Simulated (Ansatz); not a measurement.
La₃. Charge 0, multiplicity 4. Geometry PBE0-D4/def2-TZVP; atoms count from 1.

| atom | x (Å) | y (Å) | z (Å) |
| --- | --- | --- | --- |
| La1 | 0.268 | 1.187 | 1.341 |
| La2 | -1.462 | -1.175 | 0.110 |
| La3 | 1.194 | -0.012 | -1.451 |

In the def2 sets La takes a core potential; there is no spin–orbit coupling. The charge 0 quartet is spin-contaminated (final ⟨S²⟩ up to 4.23, 3.75 for a pure state). The geometry of the quartet was relaxed on an unsound state (⟨S²⟩ 4.23, where a pure state has 3.75). The structure comes from a short search, and lower isomers may exist.

Question: Estimate the Mulliken populations from the PBE0/def2-TZVP orbitals of Ansatz.

Answer: 
```csv
atom,charge (e),spin (α − β),d electrons
La1,0.00,1.82,2.26
La2,0.00,0.59,2.01
La3,0.00,0.59,2.01
```
Mulliken values and Mayer orders depend strongly on the basis.

Question: Where does the spin sit?

Answer: Summed by element: La 3.00, of 3 unpaired in all. Largest on single atoms: La1 1.82, La2 0.59, La3 0.59.

Question: And the Mayer bond orders between bonded heavy atoms (over 0.3)?

Answer: La1–La2 1.71 (3.18 Å); La1–La3 1.71 (3.18 Å); La2–La3 1.75 (3.29 Å).
